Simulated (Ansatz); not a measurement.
A series at Si: from `C[Si](O)(O)O`, ligands are replaced one by one, each step taking up H₂ and setting free H₂O; n counts the steps. Ansatz, PBE0-D4/def2-TZVP geometries. Each molecule was computed in one conformer, which needn't be the lowest.

CBS adds triple-zeta CCSD(T) − MP2 to the MP2 limit, frozen cores; atoms without spin–orbit coupling. 

```json
{"n": "0", "molecule": "`C[Si](O)(O)O`", "atomization energy, CCSD(T)/CBS (kJ/mol)": "?"}
{"n": "1", "molecule": "`C[SiH](O)O`", "atomization energy, CCSD(T)/CBS (kJ/mol)": "3837.5"}
{"n": "2", "molecule": "`C[SiH2]O`", "atomization energy, CCSD(T)/CBS (kJ/mol)": "3222.0"}
{"n": "3", "molecule": "`C[SiH3]`", "atomization energy, CCSD(T)/CBS (kJ/mol)": "2633.9"}
```

Problem. By hand: fit a straight line y = ȳ + b (n − n̄) to the 3 given rows and predict n = 0.

Solution. n̄ = 2.000, ȳ = 3231.13; Σ(n − n̄)(y − ȳ) = -1203.60, Σ(n − n̄)² = 2.000, so b = -601.80 kJ/mol a step. Prediction: 3231.13 + (-601.80) × (-2.000) = 4434.7 kJ/mol.

Problem. By hand: compare with the computed value, 4455.4 kJ/mol, and give the steps along the whole series.

Solution. The line misses by 20.7 kJ/mol (computed minus predicted). Steps: -617.9, -615.5, -588.1 kJ/mol.

The steps differ by up to 29.8 kJ/mol, small against a whole step but well beyond the method's doubt, so the ligands' effects don't simply add. The miss is 1.1 % of the series' range. The energies themselves are unsure by some kJ/mol a bond, though much of that is common to the series.
